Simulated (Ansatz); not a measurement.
Basis sets compared for cyclo-(F2SnO)3 (Sn₃O₃F₆). Charge 0, multiplicity 1. Geometry PBE-D4/def2-SVP. Ansatz on 4 threads of Arm Neoverse V1 on a shared host; times are rough, and most runs start from earlier orbitals.

```xyz
12

Sn   -0.827    1.804    0.273
F    -2.465    2.490   -0.489
F    -0.082    3.218    1.360
O     0.391    1.306   -1.221
Sn    1.673   -0.214   -1.108
F     2.222   -0.691   -2.895
F     3.261    0.318   -0.137
O     0.858   -1.790   -0.205
Sn   -0.829   -1.637    0.838
F    -2.309   -2.252   -0.248
F    -0.731   -2.782    2.389
O    -1.162    0.230    1.443
```

In the def2 sets Sn takes a core potential; there is no spin–orbit coupling.

Binding counts from free atoms (Sn triplet, F doublet, O triplet) in the same basis, without a counterpoise term.

| level | functions | energy (Eh) | HOMO (eV) | LUMO (eV) | binding per atom (eV) | wall time |
| --- | --- | --- | --- | --- | --- | --- |
| PBE-D4/def2-SVP | 204 | -1466.4317 | -8.77 | -5.50 | 3.89 | 4.2 s |
| PBE0-D4/def2-SVP | 204 | -1466.4118 | -10.71 | -4.81 | 3.58 | 9.5 s |

Estimate the rows for PBE-D4/def2-TZVP, PBE0-D4/def2-TZVP.


```
            level  functions  energy (Eh)  HOMO (eV)  LUMO (eV)  binding per atom (eV)  wall time
 PBE-D4/def2-TZVP        429   -1467.5425      -9.06      -5.73                   3.97       16 s
PBE0-D4/def2-TZVP        429   -1467.5176     -10.86      -4.94                   3.69       44 s
```
